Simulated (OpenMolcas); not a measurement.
V²⁺: Racah parameters, the spin-orbit constant, worked from levels

```
Program             : OpenMolcas 26.06
Basis               : ANO-RCC-VDZP [5s4p2d1f]
Scalar Hamiltonian  : DKH2, point nucleus
Active space        : 3 electrons in 6 orbitals (3d 4s)
State averaging     : 2S+1 = 4 even, 20 roots; 2S+1 = 2 even, 64 roots
Spin-orbit coupling : RASSI with atomic mean-field integrals over the reference wave functions, term energies averaged over their components
```

Methods: CASSCF; MS-CASPT2, IPEA 0.25 Eh, imaginary shift 0.1 Eh (closed shells correlated: 3s 3p). Measured levels: Sugar and Corliss, J. Phys. Chem. Ref. Data 7, 1191 (1978).

**Racah parameters.** Above 4F, d3 has 4P at 15B, 2G at 4B + 3C and 2H at 9B + 3C. The first two fix B and C, and the third tests them; where it misses by thousands of cm-1, two parameters do not describe the configuration (Trees and configuration-interaction terms are left out) and B and C hang on the terms chosen. Term energies are centres of gravity, weighted by 2J + 1.

```
   Source     4P     2G     B     C   C/B  2H from B, C  2H found
   CASSCF  15160  13706  1011  3221  3.19         18762     18661
MS-CASPT2  11681  12035   779  2973  3.82         15930     17579
 measured  11330  11752   755  2910  3.85         15525     16565
```

Energies in cm-1. From CASSCF to MS-CASPT2, B changes by -22.9 % and C by -7.7 %. Against the measured terms, MS-CASPT2 has B off by +3.2 % and C by +2.2 %.

**The spin-orbit constant.** For the Hund term 4F of d3, E(J) = (A/2) J(J+1) + constant and ζ = 2S·A = 3A. From J = 3/2 to J = 9/2 the energy changes by 10.5 A.

```csv
Source,E(9/2) - E(3/2),A,ζ
CASSCF,687.2,65.4,196
MS-CASPT2,688.2,65.5,197
measured,583.8,55.6,167
```

All in cm-1. MS-CASPT2 is off by +17.9 % and CASSCF by +17.7 %. Both methods take the spin-orbit matrix elements from the reference wave functions, so the second can move ζ only through the term energies and any multistate remixing. Second-order mixing with other terms is absorbed into this ζ.

CASPT2 breaks the degeneracy within a term, and the mean is taken; among the terms shown or strongly mixed into the levels shown the widest spread is 1000 cm-1 (3d3 4F, MS-CASPT2). Without dynamic correlation excited terms often stand tens of per cent too high (terms of higher spin than the ground term too low), and those without a measured partner can miss by more than the paired ones (holds for CASSCF). The CASPT2 spread within a term exceeds the gap to the next term for 3d3 4P and 3d3 2G, so the order of their levels is uncertain (holds for MS-CASPT2). Computed and measured levels are paired by configuration, term and J; levels that our copy of the source lacks, or whose pairing is in doubt (as where it misses far off the trend of its configuration), stay unpaired and out of the deviations. Levels of configurations outside the active space are missing.
